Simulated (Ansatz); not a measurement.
Species: C$_{6}$H$_{12}$Cl (charge 0, doublet). It need not be the lowest isomer of its formula. SMILES: CCCC[C](C)Cl
Structure (B3LYP-D3(BJ)/def2-TZVP (Ansatz, a program for electronic structure) minimum search):
```
C
H 1 1.0935
H 1 1.0946 2 106.56
C 1 1.5258 2 109.73 3 -118.51
H 4 1.0947 1 109.10 2 -63.61
H 4 1.0950 5 106.14 1 117.65
C 4 1.5259 5 109.60 6 118.28
H 7 1.0915 4 111.46 5 -58.03
H 7 1.0925 8 107.78 4 -122.07
H 7 1.0927 8 107.75 9 -115.82
C 1 1.5409 2 108.81 3 117.72
H 11 1.0933 1 108.88 2 64.86
H 11 1.0952 12 107.05 1 -117.52
C 11 1.4872 12 109.71 13 -117.04
C 14 1.4848 11 123.07 12 160.18
H 15 1.0912 14 111.49 11 -157.24
H 15 1.0920 16 108.67 14 -121.30
H 15 1.0995 16 107.01 17 -115.83
Cl 14 1.7408 15 115.86 16 48.66
```
Charge 0, spin multiplicity 2.

Computed values are from Ansatz. Cores are frozen in the correlated levels unless marked. UHF or UKS for open shells. No spin-orbit coupling. Non-relativistic. Basis-set limits of correlation are two-point, X^-3; Hartree-Fock from the larger set. [CCSD(T)-MP2]/basis is that difference in the basis named.

- atomisation energy De: 1768.6 kcal/mol at RI-MP2/CBS(cc-pV(T+d)Z,cc-pV(Q+d)Z)+[CCSD(T)-MP2]/cc-pV(T+d)Z
- total energy: -695.2723 Eh at RI-MP2/CBS(cc-pV(T+d)Z,cc-pV(Q+d)Z)+[CCSD(T)-MP2]/cc-pV(T+d)Z
- dipole moment: 1.79 D at CCSD(T)/aug-cc-pV(D+d)Z
- T1 diagnostic: 0.011 at CCSD/cc-pV(T+d)Z
